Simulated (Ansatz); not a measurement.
Born–Oppenheimer molecular dynamics of BrClF3HTi (7 atoms, charge 0, multiplicity 1). It starts at the highest image of a converged band. Of that band: A structure lower than the last end lies on the path between it and the top, so the climb from that side starts below the end, which may itself be a saddle point or a shallow side well. A vibrational analysis at the climbing image gives one clearly imaginary mode, 208i cm⁻¹, and a faint second one (12i cm⁻¹) that may be numerical noise or a soft torsion: probably a first-order saddle point.

Computed with Ansatz, RKS BLYP/def2-SVP.

* ensemble: NVE (velocity Verlet)
* time step: 0.5 fs
* steps asked: 200
* starting velocities drawn for: 100 K
* seed: 2732

First frame:

```xyz
7
Properties=species:S:1:pos:R:3
Ti -0.293 -0.011 0.003
Cl 0.083 0.088 2.515
F 1.458 -0.069 -0.041
F -0.613 1.450 -0.888
F -0.669 -1.400 -0.980
Br -2.760 -0.086 1.129
H -1.431 0.027 2.289
```

Q: How far do the bonds stretch over the last three quarters of this one trajectory? (Pairs bonded in most of those frames.)

A: 
```
   bond  mean (Å)  spread (Å)  shortest  longest
Ti1–Cl2     2.398       0.107      2.22     2.54
 Ti1–F3     1.749       0.019      1.72     1.78
 Ti1–F4     1.747       0.007      1.74     1.76
 Ti1–F5     1.751       0.009      1.74     1.77
Ti1–Br6     2.870       0.102      2.75     3.11
 Br6–H7     1.539       0.098      1.39     1.71
```

Mean temperature of the second half: 368 K. The conserved energy stayed within 0.05 meV per atom of its start (net change 0.0027 meV per atom), so the integration is sound. The kinetic energy rose, since the run started high on the potential surface and went downhill. A run of 0.1 ps of so small a system gives no equilibrium averages. The orbitals stay closed-shell, which can raise the energy where a bond breaks towards radicals; this wasn't checked here.

Time of the run: 3.4 min on 4 threads of Intel(R) Xeon(R) 6975P-C (Granite Rapids), on a shared host, peak memory 0.24 GiB.
